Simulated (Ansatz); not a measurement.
A run for Ansatz (a quantum-chemistry and plane-wave program): U-CCSD(T)/def2-TZVPPD on CaO, a point of a bond scan (R = 2.462 Å). Files ending in .json are basis or fitting sets from the Basis Set Exchange.

Ansatz 0.2 input:
```yaml
crystal:
  periodic: [false, false, false]
  atoms:
    - {symbol: Ca, position_ang: [-0.00000000, -0.00000000, -0.52107729]}
    - {symbol: O, position_ang: [0.00000000, 0.00000000, 1.94101291]}
basis:
  gaussian:
    orbitals: def2-TZVPPD.json
correlation: {method: ccsd_t, electrons: outside_noble_gas}
scf: {omitted_lower_state_checks: [cluster_reference]}
magnetization: {spin_polarized: true, initial_magnetization: 0}
```

It printed:

```
WARN ansatz: RAYON_NUM_THREADS=1 ignored (pool sized by the plan → 1); use --threads N
Functional definition: HF
these checks for a lower state are left out or cut short: cluster_reference
integrals: 0.08 GiB planned
631 factors; integrals over basis functions are off by at most 5.8e-4 eV
mean field: 0.16 GiB planned
mean field evaluation 1: about -20438.0876 eV, gradient 4.6e1 eV
mean field evaluation 2: about -20438.0884 eV, gradient 4.6e1 eV
mean field evaluation 4: about -20438.4443 eV, gradient 4.5e1 eV
mean field evaluation 8: about -20448.6308 eV, gradient 2.4e0 eV
mean field evaluation 16: about -20450.4052 eV, gradient 4.4e0 eV
mean field evaluation 32: about -20452.1043 eV, gradient 9.8e-1 eV
mean field evaluation 64: about -20451.1721 eV, gradient 2.8e0 eV
mean field evaluation 96: about -20449.4538 eV, gradient 1.4e0 eV
mean field evaluation 128: about -20447.0801 eV, gradient 2.7e-4 eV
mean field evaluation 160: about -20449.2788 eV, gradient 4.8e-3 eV
mean field evaluation 192: about -20452.0679 eV, gradient 4.9e-2 eV
mean field evaluation 224: about -20450.4260 eV, gradient 3.3e-2 eV
mean field evaluation 256: about -20452.0665 eV, gradient 2.3e-1 eV
mean field evaluation 288: about -20452.3782 eV, gradient 7.0e-1 eV
mean field evaluation 320: about -20452.0679 eV, gradient 1.3e-4 eV
mean field evaluation 352: about -20452.0919 eV, gradient 2.5e0 eV
mean field evaluation 384: about -20449.1486 eV, gradient 2.9e-4 eV
mean field -20452.52213851 eV, -751.6163253727 hartree, gradient 1.1e-6 eV, S^2 1.011471; 21 other end points of the search recorded, 0 dependent functions left out
10 core orbitals not correlated
reference -20452.52213851 eV, -751.6163253727 hartree; 4, 4 occupied and 62, 62 virtual orbitals, 631 factors
second order -5.74272867 eV of doubles, -0.00000000 eV of singles
coupled cluster: 0.22 GiB planned
cycle   1  -5.82669959 eV  change   -8.4e-2 eV  update   6.7e-2
cycle   2  -5.95109284 eV  change   -1.2e-1 eV  update   2.4e-2
cycle   3  -6.00875429 eV  change   -5.8e-2 eV  update   1.6e-2
cycle   4  -6.01009524 eV  change   -1.3e-3 eV  update   5.8e-3
cycle   5  -6.00724617 eV  change    2.8e-3 eV  update   3.2e-3
cycle   6  -6.00909802 eV  change   -1.9e-3 eV  update   1.5e-3
cycle   7  -6.01004120 eV  change   -9.4e-4 eV  update   7.8e-4
cycle   8  -6.01014318 eV  change   -1.0e-4 eV  update   4.3e-4
cycle   9  -6.01017262 eV  change   -2.9e-5 eV  update   2.7e-4
cycle  10  -6.01020224 eV  change   -3.0e-5 eV  update   2.0e-4
cycle  11  -6.01010503 eV  change    9.7e-5 eV  update   1.6e-4
cycle  12  -6.01015474 eV  change   -5.0e-5 eV  update   1.2e-4
cycle  13  -6.01013736 eV  change    1.7e-5 eV  update   7.6e-5
cycle  14  -6.01016556 eV  change   -2.8e-5 eV  update   4.5e-5
cycle  15  -6.01019134 eV  change   -2.6e-5 eV  update   2.2e-5
cycle  16  -6.01019302 eV  change   -1.7e-6 eV  update   1.2e-5
cycle  17  -6.01019053 eV  change    2.5e-6 eV  update   7.0e-6
coupled cluster: 0.22 GiB planned
perturbative correction -0.21161061 eV, -0.0077765465 hartree
Total energy: -20458.74393965 eV, -751.8449723473 hartree
Checks for a lower state left out: cluster_reference
```

Self-consistency was reached. Its determinant has ⟨S²⟩ = 1.01, a mixture of spin states.

Cost: about 27 core-seconds (a rough figure).
